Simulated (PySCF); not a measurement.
C4H7FO, SMILES [C@@]1(OCC1)(C)F. Atoms are numbered in the order given.

```xyz
13

C      1.7110    -0.5027     0.1712
C      0.3481     0.1226     0.0700
F      0.4506     1.4354     0.5083
C     -0.4941     0.0412    -1.2121
C     -1.5604    -0.5592    -0.2858
O     -0.6348    -0.5547     0.8240
H      2.0272    -0.4893     1.2249
H      2.4384     0.0664    -0.4260
H      1.6824    -1.5443    -0.1777
H     -0.7146     1.0209    -1.6571
H     -0.0990    -0.6443    -1.9750
H     -1.8983    -1.5814    -0.5245
H     -2.4396     0.0791    -0.0901
```
Charge 0, spin multiplicity 1.

Coordinates come from a r2SCAN-D4/def2-SVP optimisation. The structure was generated by enumeration; whether it is a known compound was not checked.

The numbers are results of PBE0/pcSseg-1 in PySCF, not measurements.

GIAO shieldings, no solvent; atoms listed in one row are averaged. δ = σ(ref) − σ: ¹³C against TMS (σ = 186.3 ppm); ¹⁹F against CFCl3 (σ = 167.2 ppm); ¹⁷O against H2O (σ = 334.2 ppm); ¹H against TMS (σ = 31.56 ppm), references at their B3LYP-D3(BJ)/def2-TZVP geometries, non-relativistic.

Computed chemical shifts:
```json
[
 {"nucleus": "¹³C", "atoms": "C2", "count": "1", "δ (ppm)": "124.4"},
 {"nucleus": "¹³C", "atoms": "C5", "count": "1", "δ (ppm)": "67.2"},
 {"nucleus": "¹³C", "atoms": "C4", "count": "1", "δ (ppm)": "37.5"},
 {"nucleus": "¹³C", "atoms": "C1", "count": "1", "δ (ppm)": "28.8"},
 {"nucleus": "¹⁹F", "atoms": "F3", "count": "1", "δ (ppm)": "-101.2"},
 {"nucleus": "¹⁷O", "atoms": "O6", "count": "1", "δ (ppm)": "114.7"},
 {"nucleus": "¹H", "atoms": "H13", "count": "1", "δ (ppm)": "4.91"},
 {"nucleus": "¹H", "atoms": "H12", "count": "1", "δ (ppm)": "4.57"},
 {"nucleus": "¹H", "atoms": "H10, H11", "count": "2", "δ (ppm)": "2.88"},
 {"nucleus": "¹H", "atoms": "H7, H8, H9", "count": "3", "δ (ppm)": "1.75"}
]
```
